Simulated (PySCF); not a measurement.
**[BI2]+, singlet: structure and spectrum**

These are results of PySCF, PBE0, basis B def2-TZVP, I def2-TZVP with ECP28 (scalar-relativistic core potentials, no spin–orbit coupling, density fitting), not measurements.

The structure is a minimum.

Z-matrix (Å, degrees; charge 1 multiplicity 1):
```
B
I  1 1.9669
I  1 1.9669 2 180.00
```

```
Point group                                                                   : D∞h
Bond lengths                                                                  : B–I 1.967 Å (×2)
Bond angles                                                                   : I–B–I 180.0°
Rotational constants                                                          : 0.01717 cm⁻¹
Highest occupied level                                                        : -13.74 eV
Enthalpy at 298.15 K above 0 K                                                : 12.79 kJ/mol
Entropy at 298.15 K and 1 bar                                                 : 282.9 J/(mol K)
Heat capacity Cp at 298.15 K                                                  : 52.8 J/(mol K)
Rotational symmetry number                                                    : 2
Principal polarisabilities                                                    : 46.9, 46.9, 121.4 bohr³
Principal quadrupole moments (Buckingham, traceless) about the centre of mass : -12.85, -12.85, 25.69 D Å
Dipole moment about the centre of mass                                        : 0.00 D
Zero-point energy                                                             : 10.7 kJ/mol
Lowest empty level                                                            : -7.85 eV
```

Harmonic modes (masses in u: B 11.009, I 126.904):
```json
{"symmetry": "πu", "ω (cm⁻¹)": "230", "IR (km/mol, summed over degenerate members)": "0.6", "μ (u)": "11.44"}
{"symmetry": "σg+", "ω (cm⁻¹)": "232", "IR (km/mol, summed over degenerate members)": "0.0", "μ (u)": "126.90"}
{"symmetry": "σu+", "ω (cm⁻¹)": "1103", "IR (km/mol, summed over degenerate members)": "483", "μ (u)": "11.44"}
```

In D∞h the vibrations span πu + σg+ + σu+. The σg+ mode carries no infrared intensity, as symmetry demands. With a centre of inversion only u modes can be infrared active and only g modes Raman active.

Charges (e):
```
atom  Mulliken  Löwdin  polar tensor  Mayer order to B1
  B1     -0.10   -1.05          0.84                  –
I2,3      0.55    1.02          0.08               1.80
```

Mulliken populations on B1: s 3.19, p 1.73, d 0.16, f 0.02.

Counting electrons, boron keeps none of its valence electrons outside its bonds, so the VSEPR class is AX2 and the expected shape is linear (D∞h), as computed.

Other isomers or separated fragments may lie lower.

The final relaxation and frequency run took roughly 60 core-seconds on a shared host.
